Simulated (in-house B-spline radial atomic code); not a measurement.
# Ionising Al⁺ with different functionals

Computed with a radial B-spline atomic code at the basis-set limit: four-component Dirac-Coulomb Hamiltonian, Fermi nucleus of rms radius 3.061 fm, spin-restricted, spherical fractional occupations for the functionals, and exact exchange of hybrids averaged over the configuration. The ionisation energy is the difference of two self-consistent energies, [Ne] 3s2 → [Ne] 3s1, without Breit or QED terms; ε is the level of the shell that loses the electron (mean over j).

| method | rung | ΔSCF (eV) | -ε(3s) (eV) |
| --- | --- | --- | --- |
| B97-1 | global hybrid | 18.96 | 15.53 |
| CAM-B3LYP | range-separated hybrid | 19.08 | 17.10 |
| wB97X | range-separated hybrid | ? | ? |
| LC-wPBE | range-separated hybrid | ? | ? |

(1) What does wB97X give?

(2) What does LC-wPBE give?

(3) Among the functionals, which spreads more, the ΔSCF values or the orbital energies?

(4) How do they compare with the NIST value?

Results:

(1) ΔSCF 18.92 eV, and -ε(3s) = 18.04 eV.

(2) ΔSCF 18.91 eV, and -ε(3s) = 18.34 eV.

(3) The orbital energies: ΔSCF values span about 0.16 eV and the orbital energies 2.81 eV; here energy differences depend much less on the functional than eigenvalues do.

(4) NIST lists 18.829 eV (measured, ground level to ground level). Errors run from +0.08 to +0.25 eV; LC-wPBE is closest (+0.08 eV), but part of that can be cancellation, since the calculations leave out Breit-QED terms, spin polarisation, the near-degeneracy of s² and p².
